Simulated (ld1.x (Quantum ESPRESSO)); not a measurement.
PBEsol TM dataset for caesium (Cs), scalar-relativistic all-electron reference.

```json
{
 "Element": "caesium",
 "Generator": "ld1.x (Quantum ESPRESSO) 7.5",
 "Type": "norm-conserving Troullier–Martins (Kleinman–Bylander form)",
 "Functional": "PBEsol",
 "Relativity": "scalar-relativistic",
 "Frozen core": "[Xe]",
 "Valence charge": "1",
 "Reference configuration": "5d0 6s1 6p0",
 "Partial waves": "6s (bound): rc 3.60 bohr; 6p (bound, empty): rc 4.00 bohr; 5d (bound, empty): rc 4.20 bohr",
 "Local potential": "the d channel",
 "Core correction": "Bessel-smoothed model core, default radius (core density twice the valence density)"
}
```

Poles of the logarithmic derivatives, all-electron (AE) and pseudo (PS). s: poles at 0.7, 3.8 (AE) and 0.7, 2.8 (PS) Ry. p: poles at -1.0, 1.3, 4.6 (AE) and 1.9, 4.4 (PS) Ry. d: poles at 0.3, 2.5 (AE) and 0.3, 2.5 (PS) Ry. Test radius 4.53 bohr.

- Cutoffs needed: 6 Ry and 6 Ry (the cutoffs (Ry, on a coarse ladder) from which the occupation-weighted sum of valence levels, in a spherical-Bessel basis at the reference potential, stays within 10 and 1 mRy of its value at 400 Ry)
- Ghost test: ghost state, extra bound levels that the all-electron valence spectrum of the same l lacks: s at -7.5 eV; a true bound ghost makes a file unfit for plane-wave use (spherical-Bessel basis up to 400 Ry, 20 bohr box)
- Largest excitation error: +4.8 meV (all-electron minus pseudo) for 5d0 6s0 6p1, out of 4 test configurations
